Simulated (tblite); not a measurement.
C16H24O12Si8 (silsesquioxane), SMILES C#C[Si@]12O[Si@]3(C#C)O[Si@]4(C#C)O[Si@](C#C)(O1)O[Si@]1(CC)O[Si@](CC)(O2)O[Si@](CC)(O3)O[Si@](CC)(O4)O1 at step 0 of a GFN2-xTB optimisation (tblite, gas phase), coordinates in Å:

```
  1 C    -3.424   -5.185    1.211
  2 C    -2.750   -4.196    1.125
  3 Si   -1.663   -2.644    1.008
  4 O    -0.144   -3.020    1.467
  5 Si    1.424   -2.543    1.489
  6 C     2.507   -4.029    1.946
  7 C     3.197   -4.967    2.239
  8 O     1.656   -1.359    2.604
  9 Si    1.078    0.049    3.204
 10 C     1.912    0.381    4.876
 11 C     2.443    0.590    5.929
 12 O    -0.547   -0.049    3.445
 13 Si   -2.022   -0.048    2.730
 14 C    -3.340    0.214    4.057
 15 C    -4.181    0.385    4.905
 16 O    -2.299   -1.490    1.999
 17 O    -2.132    1.180    1.638
 18 Si   -1.684    1.710    0.148
 19 C    -2.772    3.211   -0.319
 20 C    -2.454    3.825   -1.676
 21 O    -1.904    0.532   -0.972
 22 Si   -1.332   -0.891   -1.579
 23 C    -2.172   -1.219   -3.251
 24 C    -1.739   -2.509   -3.954
 25 O    -1.682   -2.127   -0.554
 26 O     0.289   -0.797   -1.815
 27 Si    1.776   -0.790   -1.098
 28 C     3.106   -1.052   -2.438
 29 C     3.129    0.008   -3.534
 30 O     1.879   -2.016   -0.002
 31 O     2.050    0.655   -0.360
 32 Si    1.422    1.815    0.631
 33 C     2.507    3.379    0.493
 34 C     2.584    3.983   -0.896
 35 O     1.435    1.297    2.188
 36 O    -0.109    2.198    0.167
 37 H    -4.035   -6.058    1.281
 38 H     3.806   -5.801    2.503
 39 H     2.916    0.771    6.870
 40 H    -4.926    0.528    5.657
 41 H    -2.653    3.969    0.460
 42 H    -3.812    2.879   -0.300
 43 H    -1.420    4.189   -1.727
 44 H    -3.119    4.672   -1.872
 45 H    -2.598    3.100   -2.485
 46 H    -1.973   -0.367   -3.916
 47 H    -3.255   -1.254   -3.092
 48 H    -2.265   -2.615   -4.902
 49 H    -1.949   -3.386   -3.339
 50 H    -0.658   -2.495   -4.162
 51 H     2.940   -2.043   -2.890
 52 H     4.091   -1.082   -1.946
 53 H     2.174    0.047   -4.069
 54 H     3.912   -0.218   -4.262
 55 H     3.325    1.002   -3.118
 56 H     3.518    3.124    0.833
 57 H     2.119    4.119    1.191
 58 H     3.007    3.284   -1.622
 59 H     3.218    4.875   -0.886
 60 H     1.590    4.284   -1.260
```

Task: What are the forces on the atoms (eV/Å)?

Result: 
```
  1 C    -0.28   -0.36    0.02
  2 C     0.67    0.90   -0.04
  3 Si   -0.38    0.14   -0.09
  4 O     0.17    0.15   -0.09
  5 Si    0.17    0.05   -0.14
  6 C    -0.59    0.79   -0.22
  7 C     0.19   -0.27    0.09
  8 O    -0.30   -0.09   -0.16
  9 Si   -0.07    0.25    0.04
 10 C    -0.60   -0.25   -1.22
 11 C     0.34    0.12    0.67
 12 O     0.21    0.10   -0.28
 13 Si   -0.01    0.10   -0.17
 14 C     0.19   -0.03   -0.18
 15 C     0.14   -0.04   -0.13
 16 O     0.39   -0.08   -0.12
 17 O     0.16   -0.41   -0.02
 18 Si    0.34   -0.15    0.05
 19 C     0.30   -0.42    0.29
 20 C     0.07    0.15   -0.38
 21 O     0.37   -0.25    0.12
 22 Si    0.21    0.10    0.46
 23 C    -0.03    0.10    0.06
 24 C     0.40    0.01    0.03
 25 O     0.07    0.20    0.39
 26 O     0.15   -0.06    0.48
 27 Si   -0.42    0.14    0.29
 28 C    -0.07   -0.28    0.34
 29 C    -0.06    0.20   -0.18
 30 O    -0.20    0.25    0.26
 31 O    -0.47   -0.12    0.13
 32 Si   -0.24   -0.34   -0.21
 33 C    -0.07   -0.53    0.29
 34 C    -0.15    0.31   -0.49
 35 O    -0.13   -0.47    0.04
 36 O    -0.06   -0.45    0.25
 37 H     0.32    0.44   -0.04
 38 H    -0.28    0.39   -0.13
 39 H    -0.26   -0.09   -0.51
 40 H     0.41   -0.07   -0.41
 41 H    -0.10   -0.06   -0.14
 42 H     0.04    0.16   -0.02
 43 H    -0.32   -0.19    0.11
 44 H     0.10   -0.09    0.04
 45 H     0.08    0.11    0.29
 46 H    -0.09   -0.23    0.14
 47 H     0.18    0.04   -0.08
 48 H     0.00   -0.01    0.02
 49 H     0.01    0.20   -0.04
 50 H    -0.42    0.03    0.12
 51 H     0.15    0.35    0.11
 52 H    -0.30   -0.04   -0.22
 53 H     0.20   -0.03    0.22
 54 H    -0.07    0.04    0.08
 55 H    -0.08   -0.30   -0.05
 56 H    -0.16    0.10   -0.06
 57 H     0.05    0.06   -0.01
 58 H    -0.11    0.03    0.21
 59 H    -0.08   -0.10    0.00
 60 H     0.34   -0.18    0.20
```
